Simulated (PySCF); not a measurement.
Be(H)(Et) (C₂H₆Be), SMILES [BeH][CH2]C. Atoms are numbered in the order given.

```xyz
9

Be    -0.3016     1.6490     0.0000
H     -0.9711     2.8167     0.0000
C      0.5412     0.1884     0.0000
C     -0.3136    -1.0975     0.0000
H      1.2203     0.1775    -0.8741
H      1.2203     0.1775     0.8741
H     -0.9671    -1.1522     0.8837
H     -0.9671    -1.1522    -0.8837
H      0.3056    -2.0085     0.0000
```
Charge 0, spin multiplicity 1.

Coordinates come from a PBE-D3(BJ)/def2-TZVP optimisation.

All values below come from TDA-B3LYP/def2-SVPD run with PySCF 2.14.0.

Vertical excitations.  State labels are in the subgroup Cs.

Q: Give excitation energies, oscillator strengths and character. (The exact figures need the calculation; the answer reports its results.)

A: 
| state | symmetry | energy (eV) | λ (nm) | f | main pairs |
|---|---|---|---|---|---|
| S1 | A' | 5.77 | 215 | 0.003 | HOMO→LUMO 97 % |
| S2 | A" | 5.88 | 211 | 0.001 | HOMO→LUMO+1 97 % |
| S3 | A' | 7.03 | 176 | 0.045 | HOMO→LUMO+2 98 % |
| S4 | A' | 7.40 | 167 | 0.127 | HOMO−1→LUMO 93 % |
| S5 | A" | 7.54 | 164 | 0.123 | HOMO−1→LUMO+1 86 % |
| S6 | A" | 7.62 | 163 | 0.015 | HOMO−2→LUMO 95 % |
| S7 | A' | 7.88 | 157 | 0.014 | HOMO−2→LUMO+1 91 % |
| S8 | A' | 7.95 | 156 | 0.019 | HOMO→LUMO+3 84 % |
| S9 | A" | 8.11 | 153 | 0.057 | HOMO→LUMO+4 91 % |
| S10 | A' | 8.13 | 152 | 0.023 | HOMO→LUMO+5 86 % |
| T1 | A' | 5.39 | 230 | 0 | HOMO→LUMO 96 % |
| T2 | A" | 5.51 | 225 | 0 | HOMO→LUMO+1 95 % |
| T3 | A' | 6.30 | 197 | 0 | HOMO−1→LUMO 93 % |
| T4 | A" | 6.39 | 194 | 0 | HOMO−1→LUMO+1 94 % |
Triplets are in the Tamm–Dancoff approximation.
